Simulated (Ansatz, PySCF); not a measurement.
Species: C₂H₆Cl₂Si (charge 0, singlet). 
Coordinates optimised at B3LYP-D3(BJ)/def2-TZVP (Ansatz, an electronic-structure program):
```xyz
11

Si    -0.0199    -0.3173    -0.1053
Cl     0.0323     1.3658    -1.3087
Cl     0.0730     0.3104     1.8648
C     -1.6351    -1.1886    -0.3743
C      1.4755    -1.3526    -0.4688
H     -2.4718    -0.5287    -0.1441
H     -1.7231    -1.5087    -1.4144
H     -1.7015    -2.0684     0.2687
H      1.4664    -1.6768    -1.5113
H      1.4880    -2.2366     0.1719
H      2.3893    -0.7850    -0.2917
```
Charge 0, spin multiplicity 1.

Dipole moments at this geometry, in debye (magnitudes).

```json
[
 {"level": "BLYP/def2-TZVPD", "program": "Ansatz", "dipole (D)": "2.37"},
 {"level": "r2SCAN/def2-TZVPD", "program": "Ansatz", "dipole (D)": "2.43"},
 {"level": "B97M-V/def2-TZVPD", "program": "Ansatz", "dipole (D)": "2.43"},
 {"level": "B3LYP/def2-TZVPD", "program": "Ansatz", "dipole (D)": "2.42"},
 {"level": "r2SCAN0/def2-TZVPD", "program": "Ansatz", "dipole (D)": "___"},
 {"level": "M06-2X/def2-TZVPD", "program": "PySCF", "dipole (D)": "2.47"},
 {"level": "HSE06/def2-TZVPD", "program": "Ansatz", "dipole (D)": "2.45"},
 {"level": "wB97M-V/def2-TZVPD", "program": "Ansatz", "dipole (D)": "2.41"},
 {"level": "CCSD(T)/aug-cc-pV(D+d)Z", "program": "Ansatz", "dipole (D)": "___"}
]
```

### Question
What belongs in the gaps?

### Answer

- r2SCAN0/def2-TZVPD, dipole (D): 2.47
- CCSD(T)/aug-cc-pV(D+d)Z, dipole (D): 2.37
